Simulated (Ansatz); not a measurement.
The same molecule with X = C, Si, Ge, Sn. Ansatz, PBE0-D4/def2-TZVP geometries, multiplicity 1.

Elements past krypton have def2 core potentials. Scalar relativity is left out up to krypton.

```json
{"X": "C", "molecule": "`C[SeH]`", "mean X–H bond length / Å": "1.088", "mean X–Se bond length / Å": "1.949", "HOMO–LUMO gap (ωB97M-V/def2-TZVPP) / eV": "10.60", "HOMO energy (PBE0/def2-TZVPP) / eV": "-6.49", "HOMO–LUMO gap (B3LYP/def2-TZVPP) / eV": "6.10"}
{"X": "Ge", "molecule": "`[GeH3][SeH]`", "mean X–H bond length / Å": "1.535", "mean X–Se bond length / Å": "2.357", "HOMO–LUMO gap (ωB97M-V/def2-TZVPP) / eV": "10.61", "HOMO energy (PBE0/def2-TZVPP) / eV": "-6.96", "HOMO–LUMO gap (B3LYP/def2-TZVPP) / eV": "6.11"}
{"X": "Sn", "molecule": "`[SeH][SnH3]`", "mean X–H bond length / Å": "1.704", "mean X–Se bond length / Å": "2.533", "HOMO–LUMO gap (ωB97M-V/def2-TZVPP) / eV": "9.90", "HOMO energy (PBE0/def2-TZVPP) / eV": "-6.93", "HOMO–LUMO gap (B3LYP/def2-TZVPP) / eV": "5.63"}
```

(1) Give the row for X = Si, `[SiH3][SeH]`. (Best estimate.)

Results:

(1) Computed: 
```tsv
X	molecule	mean X–H bond length / Å	mean X–Se bond length / Å	HOMO–LUMO gap (ωB97M-V/def2-TZVPP) / eV	HOMO energy (PBE0/def2-TZVPP) / eV	HOMO–LUMO gap (B3LYP/def2-TZVPP) / eV
Si	`[SiH3][SeH]`	1.484	2.279	10.86	-7.11	6.54
```

From C to Sn the mean X–H bond length rises at each step, by 0.616 Å in all; the mean X–Se bond length rises at each step, by 0.584 Å in all; the HOMO–LUMO gap (ωB97M-V/def2-TZVPP) isn't monotonic: highest at Si, lowest at Sn; the HOMO energy (PBE0/def2-TZVPP) isn't monotonic: highest at C, lowest at Si; the HOMO–LUMO gap (B3LYP/def2-TZVPP) isn't monotonic: highest at Si, lowest at Sn. Bonds lengthen as the atom grows down the group.

B3LYP here is the variant with VWN-RPA as its local correlation; programs differ in this.

Spin–orbit coupling is left out; it splits and shifts lone-pair levels of the heavy atoms by tenths of an eV.
